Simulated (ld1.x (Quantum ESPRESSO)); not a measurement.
## What one change does to a pseudopotential (B (Z = 5), TM)

* Element: boron
* Generator: ld1.x (Quantum ESPRESSO) 7.5
* Type: norm-conserving Troullier–Martins (Kleinman–Bylander form)
* Functional: Wu–Cohen
* Relativity: non-relativistic
* Frozen core: [He]
* Valence charge: 3
* Reference configuration: 2s1 2p0 (charge +2)
* Partial waves: 2p (bound, empty): rc 1.95 bohr; 3d channel at 0.4 Ry: rc 1.80 bohr; 2s (bound): rc 1.20 bohr
* Local potential: the s channel
* Core correction: a·sin(br)/r model core inside 0.55 bohr

All-electron outer shells of the reference configuration (Wu–Cohen, non-relativistic, ld1.x):

```tsv
shell	level (eV)	outermost node (bohr)	outermost maximum (bohr)
2s	-31.31	0.45	1.39
2p	-25.28	–	1.27
```

Change: wave 2s (bound): rc 1.20 bohr becomes 2s (bound): rc 0.78 bohr.

Cutoffs: the cutoffs (Ry, on a coarse ladder) from which the occupation-weighted sum of valence levels, in a spherical-Bessel basis at the reference potential, stays within 10 and 1 mRy of its value at 400 Ry; they do not see the model core or the augmentation charge, which bear on the density cutoff. Errors are all-electron minus pseudo energies relative to the spin-unpolarised reference configuration.

Question: Predict the effect on cutoff, ghosts and configuration errors.

Answer: The potential gets harder (21 Ry and 55 Ry → 140 Ry and 180 Ry); of the 7 tests that both files solve, the error grows in 7 and shrinks in 0 by more than 15 % and 0.3 meV (median size 68.5 → 86.5 meV); the range in which the s phases agree narrows (upper end 1.7 → 0.5); neither file shows a bound ghost. A smaller radius makes the pseudo-wave follow the all-electron one further in, where it bends more sharply, so more plane waves are needed. That the errors move this way runs against the usual rule that smaller radii transfer better.

| quantity | base | changed |
| --- | --- | --- |
| cutoff, loose | 21 Ry | 140 Ry |
| cutoff, tight | 55 Ry | 180 Ry |
| bound ghosts | none | none |
| error for 2s2 2p1, meV [ΔE -33.45 eV] | +68 | +87 |
| error for 2s2 2p0, meV [ΔE -25.30 eV] | +19 | +26 |
| error for 2s2 2p0.5, meV [ΔE -30.59 eV] | +49 | +62 |
| error for 2s1 2p2, meV [ΔE -27.62 eV] | +88 | +108 |
| error for 2s1 2p1, meV [ΔE -19.16 eV] | +51 | +60 |
| error for 2s0 2p3, meV [ΔE -21.77 eV] | +112 | +145 |
| error for 2s2 2p1.3, meV [ΔE -34.17 eV] | +74 | +94 |
| s: phases at 2.14 bohr within 0.05 rad from the reference energy up to (Ry; the scan ends near 5) | 1.7 | 0.5 |
| p: phases at 2.14 bohr within 0.05 rad from the reference energy up to (Ry; the scan ends near 5) | 1.1 | 1.1 |
| d: phases at 2.14 bohr within 0.05 rad from the reference energy up to (Ry; the scan ends near 5) | to the end of the scan | to the end of the scan |
